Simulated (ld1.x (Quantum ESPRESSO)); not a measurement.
# caesium (Cs): variants of one TM potential

Base potential:

```
Element                 : Cs (Z = 55)
Generator               : ld1.x (Quantum ESPRESSO) 7.5
Type                    : norm-conserving Troullier–Martins (Kleinman–Bylander form)
Functional              : LDA (PZ)
Relativity              : fully relativistic
Frozen core             : [Kr] 4d10 5s2
Valence charge          : 7
Reference configuration : 5p6 5d0 6s1 6p0
Partial waves           : 6s (bound): rc 4.20 bohr; 5p (bound): rc 2.35 bohr; 5d (bound, empty): rc 4.20 bohr
Local potential         : all-electron potential smoothed inside 1.95 bohr (lloc = -2)
Core correction         : Bessel-smoothed model core inside 1.25 bohr
```

Open shells are filled in proportion to 2j + 1 (rel_dist='average').

Cutoffs, loose and tight: the cutoffs (Ry, on a coarse ladder) from which the occupation-weighted sum of valence levels, in a spherical-Bessel basis at the reference potential, stays within 10 and 1 mRy of its value at 400 Ry. They do not see the model core or the augmentation charge, which bear on the density cutoff. Test errors are all-electron minus pseudo excitation energies from the reference, over the configurations 5p6 5d0 6s0 6p0; 5p6 5d0 6s0.5 6p0; 5p6 5d0 6s0 6p1; 5p6 5d1 6s0 6p0; 5p5 5d0 6s1 6p0; 5p6 5d0.5 6s0.5 6p0. A dash means not determined; rows that change the core or the reference have their own tests. The largest error is taken over the tests solved by every variant that gives reliable tests at all: 5p6 5d0 6s0 6p0; 5p6 5d0 6s0 6p1; 5p6 5d0 6s0.5 6p0; 5p6 5d0.5 6s0.5 6p0; 5p6 5d1 6s0 6p0.

A true bound ghost makes a file unfit for plane-wave use even where its test errors are small: the radial tests pick states by their node count and pass the ghost by. Where a test does run into it, the solver fails or the error is huge.

```tsv
change	outcome	cutoff, loose	cutoff, tight	bound ghosts	largest test error (meV)
base	generated	18 Ry	35 Ry	s	+3.6
wave 5d (bound): rc 4.20 bohr becomes 5d (bound): rc 2.70 bohr	generated	18 Ry	35 Ry	s	-3.7
wave 5d (bound): rc 4.20 bohr becomes 5d (bound): rc 3.44 bohr	generated	18 Ry	35 Ry	s	-3.7
wave 5d (bound): rc 4.20 bohr becomes 5d (bound): rc 4.16 bohr	generated	18 Ry	35 Ry	s	+3.6
wave 5d (bound): rc 4.20 bohr becomes 5d (bound): rc 4.98 bohr	generated	18 Ry	35 Ry	s	+3.6
wave 5d (bound): rc 4.20 bohr becomes 5d (bound): rc 5.46 bohr	generated	18 Ry	35 Ry	s	+3.6
wave 5d (bound): rc 4.20 bohr becomes 5d (bound): rc 6.28 bohr	generated	21 Ry	35 Ry	s	+3.6
```

Reading the sweep of the d radius (base included, trends over the rows without a ghost): Bound ghosts are found at 2.7, 3.44, 4.16, 4.2, 4.98, 5.46, 6.28 bohr. Every judged row has one, so this setting neither creates nor removes them.
